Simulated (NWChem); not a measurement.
# SnClF, singlet; SMILES [F][Sn][Cl]

Computed with NWChem. Low-valent species are run as closed-shell singlets; no triplet was tried in these runs. Structure relaxed at the PBE0/def2-SVP level. def2 effective core potentials on Sn; no spin-orbit coupling. Static field.

```tsv
level	basis functions	isotropic polarisability (bohr³)	anisotropy (bohr³)	relative time
PBE/def2-SVP	58	42.7	25.5	1
PBE/def2-SVPD	82	55.7	25.8	2
PBE/def2-TZVP	118	49.8	26.9	7
PBE/def2-TZVPD	142	56.7	25.8	10
```

The last column is a rough cost ratio, cheapest run = 1.
